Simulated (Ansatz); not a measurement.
```yaml
crystal:
  periodic: [false, false, false]
  atoms:
    - {symbol: C, position_ang: [-0.851994, -1.634802, 0.001968]}
    - {symbol: Si, position_ang: [0.226244, -0.099848, -0.061125]}
    - {symbol: C, position_ang: [2.032689, -0.565469, 0.050918]}
    - {symbol: C, position_ang: [-0.149965, 0.803286, -1.657531]}
    - {symbol: N, position_ang: [-0.081442, 0.950799, 1.275916]}
    - {symbol: N, position_ang: [-1.348142, 1.487489, 1.582977]}
    - {symbol: H, position_ang: [-1.915792, -1.378609, 0.006622]}
    - {symbol: H, position_ang: [-0.679731, -2.272775, -0.869735]}
    - {symbol: H, position_ang: [-0.646332, -2.225535, 0.898435]}
    - {symbol: H, position_ang: [2.672293, 0.319154, 0.000444]}
    - {symbol: H, position_ang: [2.312269, -1.227372, -0.772979]}
    - {symbol: H, position_ang: [2.251096, -1.091504, 0.984159]}
    - {symbol: H, position_ang: [0.492798, 1.679465, -1.772752]}
    - {symbol: H, position_ang: [-1.189447, 1.143063, -1.685261]}
    - {symbol: H, position_ang: [0.000780, 0.152793, -2.523570]}
    - {symbol: H, position_ang: [0.536382, 1.006226, 2.067768]}
    - {symbol: H, position_ang: [-1.600588, 2.187755, 0.896273]}
    - {symbol: H, position_ang: [-2.061118, 0.765905, 1.577483]}
basis:
  gaussian: {orbitals: def2-SVP, point_charges: [{charge: -1.00, position_ang: [6.062, 0.395, 0.488]}]}
magnetization: {spin_polarized: true, initial_magnetization: 4}
hamiltonian: {xc: {name: r2SCANh}, dispersion: d3bj}
output: {forces: true}
```

```sh
$ ansatz run in.yaml --threads 2 --pin off --events-out ev --progress --plain --max-ram 22528MiB --backend cpu
```

Shortened log:

```
Warning: the engine holds no damping parameters fitted to this dispersion correction and functional, so the run takes those fitted to r2scanh beside the three-body term, which d3bj leaves out (hamiltonian.dispersion, under Limitations)
Functional definition: r2SCANh
1518 factors; integrals over basis functions are off by at most 1.4e-3 eV
mean field evaluation 1: about -14124.9964 eV, gradient 5.4e1 eV
mean field evaluation 2: about -14097.4407 eV, gradient 7.8e1 eV
mean field evaluation 4: about -14139.7899 eV, gradient 5.8e0 eV
mean field evaluation 8: about -14140.1294 eV, gradient 4.6e-1 eV
mean field evaluation 16: about -14140.2745 eV, gradient 3.0e-3 eV
mean field -14140.27454824 eV, -519.6455050254 hartree, gradient 3.6e-5 eV, S^2 6.009270; 7 other end points of the search recorded, 0 dependent functions left out
reference -14140.27456212 eV, -519.6455055357 hartree; 31, 27 occupied and 117, 121 virtual orbitals, 1518 factors
Total energy: -14140.40896651 eV, -519.6504448057 hartree
Atom 0 at    -0.851994    -1.634802     0.001968 Å, force    -0.487111     0.001568     0.397378 eV/Å
Atom 1 at     0.226244    -0.099848    -0.061125 Å, force     1.498647    -2.471886    -3.300668 eV/Å
Atom 2 at     2.032689    -0.565469     0.050918 Å, force    -0.338975     0.106491     0.060295 eV/Å
Atom 3 at    -0.149965     0.803286    -1.657531 Å, force    -0.238525     0.294540     0.107869 eV/Å
Atom 4 at    -0.081442     0.950799     1.275916 Å, force     0.310834     0.069452    -0.023966 eV/Å
Atom 5 at    -1.348142     1.487489     1.582977 Å, force    -1.280908     1.404609    -0.125255 eV/Å
Atom 6 at    -1.915792    -1.378609     0.006622 Å, force    -0.160639     0.115105     0.095888 eV/Å
Atom 7 at    -0.679731    -2.272775    -0.869735 Å, force     0.377774    -0.174765    -0.477693 eV/Å
Atom 8 at    -0.646332    -2.225535     0.898435 Å, force     0.062959    -0.082493     0.219301 eV/Å
Atom 9 at     2.672293     0.319154     0.000444 Å, force     0.285474     0.070680     0.091376 eV/Å
Atom 10 at     2.312269    -1.227372    -0.772979 Å, force     0.094132    -0.250019    -0.426123 eV/Å
Atom 11 at     2.251096    -1.091504     0.984159 Å, force     0.080775     0.047691     0.143590 eV/Å
Atom 12 at     0.492798     1.679465    -1.772752 Å, force     0.171167     0.187075    -0.023341 eV/Å
Atom 13 at    -1.189447     1.143063    -1.685261 Å, force    -0.195775     0.099922     0.043742 eV/Å
Atom 14 at     0.000780     0.152793    -2.523570 Å, force     0.213906    -0.368314    -0.251823 eV/Å
Atom 15 at     0.536382     1.006226     2.067768 Å, force     3.825944     0.101129     3.635993 eV/Å
Atom 16 at    -1.600588     2.187755     0.896273 Å, force    -1.339107     2.975089    -1.158193 eV/Å
Atom 17 at    -2.061118     0.765905     1.577483 Å, force    -2.792299    -2.121060     1.032461 eV/Å
Dipole moment:     0.506165    -0.111838    -0.260730 e Å
```

In this input the spin is set far too high for this molecule. Self-consistency was reached. The result belongs to that input, not to the molecule as meant.
